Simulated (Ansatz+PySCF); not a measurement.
**septet MnF: levels of theory in one basis**

```xyz
2

Mn    0.0000    0.0000    0.0000
F     0.0000    0.0000    1.8360
```

Basis set: def2-SVP (spherical functions). Correlated methods keep 6 orbitals frozen. Correlation on ROHF uses semicanonical orbitals with singles. Charge 0, multiplicity 7.

Computed with Ansatz (development build ahead of 0.2.0); each method stands on the lowest determinant of its kind that the runs found.

```
  method  E − E(ROHF) (eV)  <S²> of the determinant
    ROHF              0.00                    12.00
     UHF             -0.03                    12.00
ROHF-MP2            -10.84                        –
 UHF-MP2            -10.86                    12.00
```

Task: Is a single determinant a sound starting point here?

Result: By this sign, yes. Unrestricted orbitals gain 0.03 eV and <S²> is 12.00 against 12.00 for a pure state.
